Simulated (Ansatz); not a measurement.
Program: Ansatz. Geometries: PBE0-D4/def2-TZVP. ΔE: electronic, gas phase. CBS: MP2 limit from def2 TZ/QZ plus the TZ coupled-cluster correction, frozen cores. DFT in def2-TZVPP. B3LYP here is the variant with VWN-RPA as its local correlation; programs differ in this. Elements past krypton have def2 core potentials. For Te outer-core shells are correlated without core-valence functions, which leaves a few kJ/mol of doubt a bond. Each species was taken in one conformer, which may not be the lowest.

`C[NH][AlH][NH2]` + `[SiH3][TeH]` → `[NH2][AlH][SiH2][TeH]` + CH₃NH₂  (formal exchange of groups at the Al–N bond)

`C[NH][AlH][NH2]`:

Cartesian coordinates in Å:
```
C -1.166 -0.770 -0.925
N 0.240 -0.438 -0.957
Al 1.216 0.427 0.241
N 0.472 1.019 1.734
H -1.727 -0.309 -1.748
H -1.344 -1.852 -0.968
H -1.617 -0.412 0.004
H 0.686 -0.764 -1.801
H 2.754 0.665 -0.031
H 0.981 1.513 2.448
H -0.493 0.922 2.004
```

`[SiH3][TeH]`:

Cartesian coordinates in Å:
```
Si 0.109 -0.479 0.424
Te -1.025 0.688 -1.466
H -0.003 0.295 1.685
H -0.608 -1.771 0.561
H 1.541 -0.726 0.126
H -0.013 1.994 -1.332
```

`[NH2][AlH][SiH2][TeH]`:

Z-matrix (Å, degrees):
```
Si
Al 1 2.430
Te 1 2.523 2 99.3
H 1 1.490 2 115.3 3 -109.2
H 1 1.490 2 119.6 3 120.0
N 2 1.766 1 119.4 3 113.3
H 2 1.585 1 121.6 3 -61.3
H 3 1.660 1 91.8 2 43.7
H 6 1.008 2 124.7 1 -172.3
H 6 1.007 2 125.1 1 4.9
```

CH₃NH₂:

Z-matrix (Å, degrees):
```
C
N 1 1.453
H 1 1.092 2 109.4
H 1 1.100 2 115.4 3 -121.6
H 1 1.092 2 109.4 3 116.8
H 2 1.012 1 110.6 3 62.6
H 2 1.012 1 110.6 3 -179.3
```

| level | ΔE (kJ/mol) | difference from CCSD(T)/CBS |
| --- | --- | --- |
| PBE-D4 | 49.9 | -17.9 |
| r2SCAN-D4 | 65.9 | -1.9 |
| ωB97X-V | 69.6 | 1.8 |
| ωB97M-V | 73.8 | 6.0 |
| r2SCAN | 66.1 | -1.7 |
| B3LYP | 72.2 | 4.4 |
| HF/def2-TZVPP | 83.4 | 15.6 |
| SCS-MP2/def2-TZVPP | 78.3 | 10.5 |
| HF/def2-QZVPP | 85.2 | 17.4 |
| MP2/def2-QZVPP | 75.9 | 8.1 |
| CCSD(T)/CBS | 67.8 | 0 |

Largest T1 diagnostic among the species: 0.012.

In def2-TZVPP, CCSD(T) changes the Hartree–Fock value by −14.7 kJ/mol (the triples alone add −3.0 kJ/mol) and MP2 by −7.6 kJ/mol. From PBE to PBE0 (25 % exact exchange), in def2-TZVPP and without D4, ΔE moves by +4.5 kJ/mol.
